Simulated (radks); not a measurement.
Results of a calculation; reference values are marked as such.
Problem. Coulomb parameter of the 4f shell of the erbium ion Er+ in the model configuration [Xe] 4f11.5 6s1.5, as a second difference U = [E(n + 0.5) + E(n - 0.5) - 2 E(n)] / (0.5)^2 with all orbitals relaxed. "Bare": the charge of the atom changes with n. "Screened": the 6s shell takes up the change at fixed total charge, which measures U(4f,4f) + U(6s,6s) - 2 U(4f,6s). Level of theory: scalar-relativistic Kohn-Sham, BLYP, spin-unpolarised, spherical densities, point nucleus (a radial shooting solver on a logarithmic mesh with Libxc functionals). Estimate both.

Solution. U(bare) = 15.995 eV, U(screened by 6s) = 7.031 eV, against the Slater integral F0(4f,4f) = 32.189 eV with frozen orbitals.
